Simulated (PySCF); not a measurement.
CH9FN2Si2. Atoms are numbered in the order given.

```xyz
15

N      3.0212     0.1640    -0.4083
Si     1.7144    -0.9604    -0.2882
N      0.5358    -0.3712     0.8504
Si    -1.1956    -0.2509     0.6642
C     -1.6463     1.2283    -0.4473
F     -3.0304     1.3116    -0.5802
H      3.9579    -0.1634    -0.6214
H      2.8787     1.1165    -0.7297
H      0.9059    -1.1940    -1.5266
H      2.3713    -2.2436     0.0993
H      0.9082    -0.0633     1.7467
H     -1.8001    -0.0371     2.0091
H     -1.7711    -1.4758     0.0417
H     -1.1945     1.1196    -1.4513
H     -1.2666     2.1756    -0.0207
```

Geometry optimised at B3LYP-D3(BJ)/def2-SVP. This is a generated structure with no PubChem entry under its InChIKey; it may be hypothetical. Other conformers were not sampled.

All values below come from B3LYP/pcSseg-1 run with PySCF.

GIAO shieldings, no solvent; atoms listed in one row are averaged. δ = σ(ref) − σ: ¹⁵N against NH3 (σ = 265.5 ppm); ²⁹Si against TMS (σ = 338.7 ppm); ¹³C against TMS (σ = 181.3 ppm); ¹⁹F against CFCl3 (σ = 161.7 ppm); ¹H against TMS (σ = 31.68 ppm), references at their B3LYP-D3(BJ)/def2-TZVP geometries, non-relativistic.

| nucleus | atoms | count | δ (ppm) |
|---|---|---|---|
| ¹⁵N | N3 | 1 | 27.3 |
| ¹⁵N | N1 | 1 | 26.7 |
| ²⁹Si | Si4 | 1 | -39.2 |
| ²⁹Si | Si2 | 1 | -40.9 |
| ¹³C | C5 | 1 | 80.5 |
| ¹⁹F | F6 | 1 | -308.0 |
| ¹H | H9 | 1 | 5.08 |
| ¹H | H13 | 1 | 4.98 |
| ¹H | H10 | 1 | 4.97 |
| ¹H | H12 | 1 | 4.86 |
| ¹H | H14 | 1 | 4.82 |
| ¹H | H15 | 1 | 4.65 |
| ¹H | H7 | 1 | 0.85 |
| ¹H | H11 | 1 | 0.53 |
| ¹H | H8 | 1 | 0.50 |
